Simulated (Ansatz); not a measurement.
Ansatz (a quantum-chemistry and plane-wave program) input for CH₃AlBrFO, SMILES C[O][Al]([F])[Br], CAM-B3LYP/def2-SVPD. The structure is a stationary point at B3LYP-D3(BJ)/def2-SVP. The structure was generated by enumeration; whether it is a known compound was not checked. The values are those of a single conformer.

Ansatz 0.2 input:
```yaml
crystal:
  periodic: [false, false, false]
  atoms:
    - {symbol: Al, position_ang: [0.67921274, -0.51652398, -0.00000000]}
    - {symbol: F, position_ang: [2.33287911, -0.50581659, -0.00000000]}
    - {symbol: Br, position_ang: [-0.42927877, 1.43155355, 0.00000000]}
    - {symbol: O, position_ang: [-0.11286700, -1.99365260, 0.00000000]}
    - {symbol: C, position_ang: [-1.42243844, -2.49248600, -0.00000000]}
    - {symbol: H, position_ang: [-1.59027171, -3.12163511, -0.89140243]}
    - {symbol: H, position_ang: [-1.59027171, -3.12163511, 0.89140243]}
    - {symbol: H, position_ang: [-2.18281042, -1.68980618, -0.00000000]}
basis:
  gaussian:
    orbitals: def2-SVPD
hamiltonian:
  xc: {name: CAM-B3LYP}
```

Log of the run:

```
WARN ansatz: RAYON_NUM_THREADS=1 ignored (pool sized by the plan → 1); use --threads N
Functional definition: CAM-B3LYP
integrals: 0.12 GiB planned
1443 factors; their error is unknown
integrals: 0.15 GiB planned
502 factors; integrals over basis functions are off by at most 2.5e-5 eV
mean field: 1.12 GiB planned
mean field evaluation 1: about -82478.8051 eV, gradient 6.0e1 eV
mean field evaluation 2: about -82471.9950 eV, gradient 8.8e1 eV
mean field evaluation 4: about -82485.1847 eV, gradient 3.4e0 eV
mean field evaluation 8: about -82485.2016 eV, gradient 2.7e-2 eV
mean field evaluation 16: about -82485.3513 eV, gradient 3.5e-5 eV
mean field -82485.35129493 eV, -3031.2807495095 hartree, gradient 3.5e-5 eV, S^2 0.000000; 0 other end points of the search recorded, 0 dependent functions left out
reference -82485.35143058 eV, -3031.2807544946 hartree; 37, 37 occupied and 118, 118 virtual orbitals, 1443 factors
Total energy: -82485.35143058 eV, -3031.2807544946 hartree
```

The run converged.
